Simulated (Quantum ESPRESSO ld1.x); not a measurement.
Valence configurations of neutral thulium (all share [Xe]). Method: scalar-relativistic Kohn-Sham, LDA (Slater exchange, Perdew-Wang correlation), spin-polarised, spherical densities, point nucleus; open shells are filled with parallel spins first; computed with ld1.x of Quantum ESPRESSO 7.5. Energies are relative to 4f13 6s2; eigenvalues in eV for spin up.

valence           E (eV)  moment (Bohr magnetons)    e(4f)   e(5d)   e(6p)   e(6s)
4f13 6s2           0.000                        1   -3.675       -       -  -4.044
4f12 5d1 6s2       4.190                        3  -10.441  -2.372       -  -4.808
4f13 6s1 6p1       2.506                        3   -5.065       -  -2.089  -5.244
4f13 5d1 6s1       2.644                        3   -3.029  -1.065       -  -4.289
4f13 6p2           5.743                        3   -6.473       -  -2.626       -
4f12 6s2 6p1       5.607                        3  -13.686       -  -2.408  -6.169
4f12.5 6s0.5 6p2   6.359                        4  -10.436       -  -2.871  -6.552
4f11 5d1 6s2 6p1  15.853                        5  -21.339  -5.965  -2.582  -6.728
4f13.5 6s1.5       1.096                        1   -0.534       -       -  -3.690

NIST lists [Xe] 4f13 6s2 as the ground configuration; this level of theory agrees among the configurations tried. The energies are those of spherical high-spin densities, not of single terms. No valid solution was reached for [Xe] 4f14 6s1.
